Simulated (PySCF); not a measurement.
FH₆NOSi₂, SMILES N[Si@@H](O)[SiH2]F.

Geometry optimised at r2SCAN-D4/def2-SVP. The structure was generated by enumeration; whether it is a known compound was not checked. The values are those of a single conformer.

The numbers are results of PySCF with r2SCAN-D4/def2-SVP, not measurements.

Frequencies are harmonic and unscaled.

Q: Estimate the vibrational spectrum. (The exact figures need the calculation; the answer reports its results.)

A: 
```tsv
mode	ν (cm⁻¹)	IR (km/mol)	moving atoms (share of kinetic energy)
1	27	1.1	F 39 %, H 19 %, O 16 %, Si 13 %, N 13 %
2	114	3.4	O 27 %, H 21 %, F 21 %, N 19 %, Si 12 %
3	148	5.3	F 30 %, H 28 %, O 16 %, N 14 %, Si 12 %
4	241	65.7	H 40 %, O 27 %, Si 15 %, N 15 %
5	276	40.0	H 36 %, Si 33 %, O 16 %, F 13 %
6	302	7.6	H 52 %, Si 24 %, O 10 %, F 8 %
7	373	28.5	H 91 %
8	402	134.0	H 57 %, Si 27 %, N 15 %
9	432	44.0	Si 41 %, H 36 %, N 18 %
10	486	28.8	H 65 %, Si 33 %
11	681	22.4	H 89 %
12	723	19.7	H 91 %
13	793	150.2	O 34 %, Si 30 %, N 20 %, H 10 %
14	800	78.4	H 70 %, F 13 %
15	820	69.7	H 51 %, F 32 %, Si 13 %
16	873	190.6	H 56 %, Si 23 %, N 14 %
17	901	235.3	Si 35 %, H 29 %, O 19 %, N 12 %
18	923	166.6	H 93 %
19	935	77.4	H 78 %, Si 15 %
20	967	36.9	H 74 %, Si 17 %
21	1547	45.4	H 89 %, N 10 %
22	2208	116.3	H 97 %
23	2220	101.2	H 96 %
24	2245	146.0	H 97 %
25	3569	29.5	H 96 %
26	3668	33.5	H 91 %, N 9 %
27	3824	96.3	H 94 %
```
